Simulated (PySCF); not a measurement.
## Working out the ionisation energy of Xe

Xe [Xe] (1S) → Xe⁺ [Kr] 4d10 5s2 5p5 (2P). Computed with PySCF 2.14 in x2c-TZVPPall with one added diffuse shell each of s, p, d, f type (9s7p5d3f, 76 functions), with the spin-free X2C one-electron Hamiltonian (Gaussian nucleus). Frozen: [Kr] 4d10. Energies in hartree (1 hartree = 27.21139 eV):

```
            part    Xe (lower)   Xe⁺ (upper)
             UHF  -7443.465645  -7443.042699
CCSD correlation     -0.149238     -0.123545
             (T)     -0.004617     -0.003153
```

What does Hartree-Fock give?

(-7443.042699) − (-7443.465645) = 0.422946 hartree = 11.509 eV.

What do CCSD and CCSD(T) give?

The CCSD correlation energies differ by 0.025693 hartree = 0.699 eV and the triples by 0.001464 hartree = 0.040 eV, so CCSD gives 12.208 eV and CCSD(T) 12.248 eV.

Measured between the centres of the two terms (NIST): 12.565 eV, so CCSD(T) (valence) is off by -0.317 eV.

What remains against the reference includes basis incompleteness, the frozen core and higher excitations.
